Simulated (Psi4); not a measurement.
Internal rotation in SMILES C(c1sccc1)=O. Scanned: dihedral O1–C2–C3–S7; all other coordinates were relaxed at B3LYP-D3(BJ)/def2-SVP. Points at φ and −φ are mirror images. Heavy atoms are numbered in the order of the SMILES O=Cc1cccs1, hydrogens after them in the order of the atoms that carry them; the mirror image has the same energies with the sign of each dihedral reversed.

PBE/def2-TZVP // B3LYP-D3(BJ)/def2-SVP (Psi4); PBE-D3(BJ)/def2-TZVP // B3LYP-D3(BJ)/def2-SVP (Psi4); MP2/cc-pVTZ = DF-MP2 (frozen core)/cc-pVTZ // B3LYP-D3(BJ)/def2-SVP (Psi4).

Energies relative to the lowest point of each profile, in kJ/mol; the last columns give the difference from MP2:

| φ / ° | PBE/def2-TZVP | PBE-D3(BJ)/def2-TZVP | MP2/cc-pVTZ | PBE/def2-TZVP − MP2/cc-pVTZ | PBE-D3(BJ)/def2-TZVP − MP2/cc-pVTZ |
|---|---|---|---|---|---|
| -150 | 12.6 | 12.7 | 12.4 | 0.2 | 0.2 |
| -120 | 33.9 | 34.0 | 31.4 | 2.5 | 2.7 |
| -90 | 48.7 | 49.0 | 43.2 | 5.5 | 5.8 |
| -60 | 33.3 | 33.5 | 30.5 | 2.8 | 3.0 |
| -30 | 10.0 | 10.1 | 9.4 | 0.6 | 0.7 |
| 0 | 0.0 | 0.0 | 0.0 | 0.0 | 0.0 |
| 30 | 10.0 | 10.1 | 9.4 | 0.6 | 0.7 |
| 60 | 33.3 | 33.5 | 30.5 | 2.8 | 3.0 |
| 90 | 48.7 | 49.0 | 43.2 | 5.5 | 5.8 |
| 120 | 33.9 | 34.0 | 31.4 | 2.5 | 2.7 |
| 150 | 12.6 | 12.7 | 12.4 | 0.2 | 0.2 |
| 180 | 4.2 | 4.2 | 4.7 | -0.6 | -0.5 |

PBE/def2-TZVP is furthest from MP2/cc-pVTZ at -90 (5.5 kJ/mol, above); its mean absolute difference over the points is 2.0 kJ/mol.

PBE-D3(BJ)/def2-TZVP is furthest from MP2/cc-pVTZ at -90 (5.8 kJ/mol, above); its mean absolute difference over the points is 2.1 kJ/mol.
